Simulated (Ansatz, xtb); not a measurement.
Two isomers of C5H5F2NS

Structure a is `FC(F)Cc1ccns1`, a singlet and structure b is `FC(F)Cc1cncs1`, a singlet. Both are isolated molecules in the gas phase, relaxed with r2SCAN-D4/def2-SVP; each stands in its lowest conformer found.

Quicker runs give these differences E(b) − E(a): GFN2-xTB −0.092 eV; HF/STO-3G −0.231 eV (at GFN2-xTB geometries); r2SCAN-D4/def2-SVP//GFN2-xTB −0.220 eV.

Estimate E(b) − E(a) at the level CCSD(T)/def2-SVP + ΔMP2/def2-TZVPP.

Calculated at CCSD(T)/def2-SVP + ΔMP2/def2-TZVPP: E(b) − E(a) = −0.082 eV, so structure b lies lower.

The same difference at several levels:

| level | geometry | E(b) − E(a) (eV) | departure from the last row (eV) | job, with rough time for the two |
| --- | --- | --- | --- | --- |
| GFN2-xTB | GFN2-xTB | −0.092 | −0.011 | optimisation, 0.14 s |
| HF/STO-3G | GFN2-xTB | −0.231 | −0.149 | single point, 0.44 s |
| r2SCAN-D4/def2-SVP//GFN2-xTB | GFN2-xTB | −0.220 | −0.138 | single point, 4.2 s |
| r2SCAN-D4/def2-SVP | r2SCAN-D4/def2-SVP | −0.216 | −0.134 | optimisation, 82 s |
| HF/def2-SVP | r2SCAN-D4/def2-SVP | −0.282 | −0.201 | part of the CCSD(T) run |
| MP2/def2-SVP | r2SCAN-D4/def2-SVP | −0.219 | −0.138 | part of the CCSD(T) run |
| CCSD(T)/def2-SVP | r2SCAN-D4/def2-SVP | −0.233 | −0.152 | single point |
| CCSD(T)/def2-SVP + ΔMP2/def2-TZVPP | r2SCAN-D4/def2-SVP | −0.082 |  | single point, 2.2 min |

As drawn, b has 1 C∷N, 1 C∷S in place of 1 C∷C, 1 N∷S (∷ is an aromatic bond).

None of the levels shown reverses the order. The largest departure from CCSD(T)/def2-SVP + ΔMP2/def2-TZVPP is that of HF/def2-SVP, 0.201 eV. The last row adds to CCSD(T) the change of the MP2 difference between the two basis sets, here +0.152 eV, a large step that makes the value less sure.

With thermal terms from frequencies at re-optimised GFN2-xTB minima (ideal gas, soft modes damped towards free rotors, one conformer each, 298.15 K, 1 atm): the zero-point term adds +0.001 eV; ΔH is −0.081 and ΔG −0.076 eV.

The correlated steps freeze 13 core orbitals. Run with Ansatz 0.2.0, xtb 6.7.1; the last row on 4 threads of Arm Neoverse V2 on a shared host.
